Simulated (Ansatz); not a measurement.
`[BH2][SnH2][C]#C` + `FBCF` → `BCBF` + `C#[C][SnH2][F]`  (redistribution)

Calculated with Ansatz (gas phase, PBE0-D4/def2-TZVP geometries, no zero-point term in ΔE). CCSD(T)/CBS is the MP2 limit (def2-TZVPP, def2-QZVPP) plus CCSD(T) − MP2 in def2-TZVPP, frozen cores. Functionals use def2-TZVPP. def2 core potentials past Kr. For Sn outer-core shells are correlated without core-valence functions, which leaves a few kJ/mol of doubt a bond. Each species was taken in one conformer, which may not be the lowest.

Is it downhill or uphill in electronic energy at CCSD(T)/CBS, and by how much? (Best estimate.)

Ansatz gave: Downhill: ΔE = -2.00 eV.

What do these levels give: BLYP-D4, r2SCAN-D4, BHLYP, MP2/def2-SVP, MP2/def2-QZVPP, MP2/CBS(def2)? (An estimate is asked.)

Computed: BLYP-D4 -1.95, r2SCAN-D4 -2.03, BHLYP -1.95, MP2/def2-SVP -2.09, MP2/def2-QZVPP -2.09, MP2/CBS(def2) -2.11 eV.

What do rigid-rotor, harmonic-oscillator terms from PBE0-D4/def2-TZVP frequencies (298.15 K, 1 bar) make of the CCSD(T)/CBS value? (An estimate is asked.)

Computed: ΔZPE = +0.01 eV, ΔH = -1.99 eV, ΔS = -5 J/(mol·K), ΔG = -1.97 eV.

Largest T1 diagnostic among the species: 0.014.

At CCSD(T), def2-SVP lies +0.10 eV from the extrapolated value and def2-TZVPP +0.09 eV. Leaving LDA and LC-ωPBE aside and taking each functional with its dispersion term where it has one, the values, not all of them listed here, spread over 0.20 eV, from B97M-V to HSE06-D4. LDA lies +0.04 eV from PBE without D4. From r2SCAN to r2SCAN0 (25 % exact exchange), in def2-TZVPP and without D4, ΔE moves by +0.04 eV.
